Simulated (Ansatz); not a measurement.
The lowest singlet and triplet of CH2S (SMILES C=S); geometries from B3LYP-D3(BJ)/def2-TZVP, each state relaxed from the structure named, with no frequency check.
Singlet at the triplet's geometry (charge 0, multiplicity 1):
```xyz
4

C     -1.02307     0.17327     0.28816
S      0.57840    -0.09254    -0.15456
H     -1.56850     1.00564    -0.13743
H     -1.54745    -0.56463     0.88147
```

```tsv
level	gap E(singlet) − E(triplet), vertical, at the triplet's geometry (kJ/mol)	cost
U-HF/cc-pV(D+d)Z (spin-contaminated)	-86.8	-
R-HF/cc-pV(T+d)Z	-64.0	-
U-HF/cc-pV(T+d)Z (spin-contaminated)	-83.4	-
R-SVWN5/def2-TZVPP	-162.9	×0.4
U-SVWN5/def2-TZVPP	-162.9	×0.7
R-PBE/def2-TZVPP	-150.7	×1
U-PBE/def2-TZVPP	-150.7	×2
U-r2SCAN/def2-TZVPP	-128.3	×2
R-PBE0/def2-TZVPP	-135.8	×1
U-BHLYP/def2-TZVPP	-126.6	×2
R-wB97X-V/def2-TZVPP	-146.4	×3
U-wB97X-V/def2-TZVPP	-146.4	×5
R-wB97M-V/def2-TZVPP	-157.4	×2
U-wB97M-V/def2-TZVPP	-157.4	×3
R-B2PLYP/def2-TZVPP	-157.2	×1
U-MP2/cc-pV(D+d)Z (spin-contaminated)	-124.9	-
U-MP2/cc-pV(T+d)Z (spin-contaminated)	-123.0	-
R-SCS-MP2/cc-pV(D+d)Z	-178.0	-
U-SCS-MP2/cc-pV(D+d)Z (spin-contaminated)	-124.7	-
R-SCS-MP2/cc-pV(T+d)Z	-182.2	-
U-SCS-MP2/cc-pV(T+d)Z (spin-contaminated)	-124.1	-
U-SCS-MP2/cc-pV(Q+d)Z (spin-contaminated)	-125.7	-
R-CCSD/cc-pV(D+d)Z	-157.9	-
U-CCSD/cc-pV(T+d)Z (spin-contaminated)	-150.5	-
R-CCSD/cc-pV(Q+d)Z	-155.1	-
U-CCSD/cc-pV(Q+d)Z (spin-contaminated)	-151.1	-
R-CCSD(T)/cc-pV(D+d)Z	-170.9	×0.9
U-CCSD(T)/cc-pV(D+d)Z (spin-contaminated)	-166.2	×1
U-CCSD(T)/cc-pV(T+d)Z (spin-contaminated)	-163.7	×5
U-CCSD(T)/cc-pV(Q+d)Z (spin-contaminated)	-164.7	×100
R-CCSDT(Q)/cc-pV(D+d)Z	-171.6	×10
SA-CASSCF(4,3)/cc-pV(T+d)Z	-171.4	-
SA-CASSCF(4,3)/cc-pV(Q+d)Z	-171.3	-
SC-NEVPT2 on SA-CASSCF(4,3)/cc-pV(D+d)Z	-176.4	-
FIC-NEVPT4(SD) on SA-CASSCF(4,3)/cc-pV(D+d)Z	-176.3	-
FIC-NEVPT4(SD) on SA-CASSCF(4,3)/cc-pV(T+d)Z	-174.5	-
FIC-NEVPT4(SD) on SA-CASSCF(4,3)/cc-pV(Q+d)Z	-175.4	-
FIC-MRCISD+Q on SA-CASSCF(4,3)/cc-pV(D+d)Z	-177.4	-
FIC-MRCISD+Q on SA-CASSCF(4,3)/cc-pV(T+d)Z	-175.9	-
FIC-MRCISD+Q on SA-CASSCF(4,3)/cc-pV(Q+d)Z	-176.9	-
```

The rows run from -182.2 (R-SCS-MP2/cc-pV(T+d)Z) to -64.0 kJ/mol (R-HF/cc-pV(T+d)Z). From cc-pV(D+d)Z (spin-contaminated) to cc-pV(Q+d)Z (spin-contaminated) U-CCSD(T) changes by 1.5. The 6 R-functionals in def2-TZVPP without D3 or D4 span 27.0, from R-SVWN5 to R-PBE0.

A positive gap puts the triplet lower; no zero-point energy. R- takes a restricted singlet. U- takes an unrestricted singlet (broken symmetry where lower, unprojected). The triplet is unrestricted in single-reference levels. Active spaces average the two states.

Correlated levels freeze the cores.

Doubts at one or more of the structures used: a restricted determinant that unrestricted orbitals would lower (R-HF/cc-pV(T+d)Z, R-SCS-MP2/cc-pV(D+d)Z, R-SCS-MP2/cc-pV(T+d)Z, R-CCSD/cc-pV(D+d)Z, R-CCSD/cc-pV(Q+d)Z, R-CCSD(T)/cc-pV(D+d)Z, R-CCSDT(Q)/cc-pV(D+d)Z); T1 above 0.05 (U-CCSD/cc-pV(T+d)Z (spin-contaminated), U-CCSD/cc-pV(Q+d)Z (spin-contaminated), U-CCSD(T)/cc-pV(D+d)Z (spin-contaminated), U-CCSD(T)/cc-pV(T+d)Z (spin-contaminated), U-CCSD(T)/cc-pV(Q+d)Z (spin-contaminated)).

The values were computed with Ansatz (Gaussian basis) for Hartree–Fock, density functionals and correlated methods. Each number belongs to the level named beside it.

Costs are rough ratios of core time to R-PBE/def2-TZVPP (about 6 s over the structures, on one shared machine); a dash marks a level with no comparable run of its own.

Ansatz is a first-principles code.
